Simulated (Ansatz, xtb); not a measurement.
**C4H9GeNS: 3 structures ranked**

3 gas-phase structures of C4H9GeNS, from a drawn sample of its isomers (lower ones may exist). Each was relaxed with GFN2-xTB; where two conformers were screened, the lower at r2SCAN-D4/def2-SVP is listed:

A. `S=C1CCC[N]1[GeH3]`, a singlet
B. `C[CH2][Ge@H]([SH])[CH2]C#N`, a singlet
C. `[NH2][Ge@@H]1[CH2]C=CS[CH2]1`, a singlet

Q: Which do you expect lowest at r2SCAN-D4/def2-SVP, and how would the others follow?

A: Calculated order at r2SCAN-D4/def2-SVP: B (0.0), A (11.3), C (59.5) kJ/mol.

Energies above the lowest of each column, in kJ/mol; the last columns are at PBE0-D3(BJ)/def2-SVP geometries:

```csv
structure,GFN2-xTB,HF/STO-3G,r2SCAN-D4/def2-SVP,PBE0-D3(BJ)/def2-SVP,CCSD(T)/def2-SVP + ΔMP2/def2-TZVPP
B,126.5,0.0,0.0,0.0,0.0
A,0.0,26.5,11.3,1.9,58.8
C,191.1,64.9,59.5,55.6,67.2
```

CCSD(T)/def2-SVP + ΔMP2/def2-TZVPP puts B lowest; GFN2-xTB picks A. Flexible structures stand in one conformer each, not always the lowest. The ΔMP2 step shifts differences by up to 53.2 kJ/mol, which makes them less sure. ΔMP2 is the change of the MP2 energy from the smaller to the larger basis.

Programs: Ansatz 0.2.0, xtb 6.7.1.
